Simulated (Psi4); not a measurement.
C5H4N (SMILES [c]1cccnc1), doublet, at a GFN2-xTB geometry, with bond 10-6 at 1.3 times its length. Base run: Psi4 with B3LYP/def2-SVP.

The Psi4 input:
```
memory 2 GB

molecule {
0 2
  C     0.67023001   -1.21301268    0.01660638
  C    -0.69813799   -1.21042624    0.01090450
  C    -1.35138918    0.02093919   -0.00584071
  C    -0.54991544    1.15118291   -0.01540279
  N     0.76543740    1.10803952   -0.00945833
  C     1.40217708   -0.05556826    0.00644601
  H    -1.26564203   -2.13039141    0.01903934
  H    -2.42934792    0.09083587   -0.01110606
  H    -0.98188245    2.14375647   -0.02850853
  H     2.80467776   -0.00824670    0.01172045
}

set basis def2-svp
set reference uks

energy('b3lyp')
print_variables()
```

The base run was repeated with changes; each row names its change, and settings that it needs were set with it.

```csv
change,ΔE vs base (µEh),SCF cycles,grid points,basis functions
base,0.0,12,212024,104
ints_tolerance = 1e-8,0.0,12,212024,104
scf_type = disk_df,0.0,12,212024,104
dft_radial_scheme = becke,0.1,12,186949,104
guess = modhuckel,0.0,14,212024,104
scf_type = cd,-313,12,212024,104
basis_guess = sto-3g,0.0,11,212024,104
dft_spherical_points = 194,-15.9,12,136292,104
dft_radial_points = 150,0.0,12,421434,104
guess = huckel,0.0,14,212024,104
scf_type = out_of_core,34.5,12,212024,104
guess = sap,0.0,14,212024,104
diis_max_vecs = 15,0.0,12,212024,104
```

Open shells are given as the SCF converged; they aren't shown to be the lowest states, and a large step between rows can be another state.
